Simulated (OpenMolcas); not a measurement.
Ionisation energies of mercury

- Program: OpenMolcas
- Basis: ANO-RCC-VTZP [8s7p5d3f1g]
- Scalar Hamiltonian: DKH2, point nucleus
- Spin-orbit coupling: state interaction with AMFI integrals over the reference wave functions, term energies averaged over their components

Active shells in each charge state: the valence s, p shells, with orbitals averaged over the low states. Where CASPT2's correlated closed shells are named, they are those of the first ion.

A. CASSCF
B. SS-CASPT2, IPEA 0.25 Eh, imaginary shift 0.1 Eh (closed shells correlated: 5d)
C. SS-CASPT2, IPEA 0 Eh, imaginary shift 0.1 Eh (closed shells correlated: 5d)
D. SS-CASPT2, IPEA 0.25 Eh, imaginary shift 0.1 Eh (closed shells correlated: none)
E. SS-CASPT2, IPEA 0.25 Eh, imaginary shift 0.1 Eh (closed shells correlated: 4f 5s 5p 5d)

Energies in eV between the lowest computed levels, named as in B; reference values from the NIST Atomic Spectra Database with their kind.

```csv
From,To,A,B,C,D,E,Spin-orbit share in B,Reference
Hg 6s² ¹S₀,Hg+ 6s ²S_1/2,9.169,10.172,10.171,9.221,10.294,+0.000,10.438 (measured)
Hg+ 6s ²S_1/2,Hg2+ 5d¹⁰ ¹S₀,17.089,18.620,18.711,17.089,18.837,+0.000,18.757 (measured)
```

Error against the reference values, in %:

| From | Reference | A | B | C | D | E |
| --- | --- | --- | --- | --- | --- | --- |
| Hg | measured | -12.2 | -2.5 | -2.6 | -11.7 | -1.4 |
| Hg+ | measured | -8.9 | -0.7 | -0.2 | -8.9 | +0.4 |

Mean absolute error over the 2 measured values: A 1.47 eV, B 0.20 eV, C 0.16 eV, D 1.44 eV, E 0.11 eV. E lies closest.
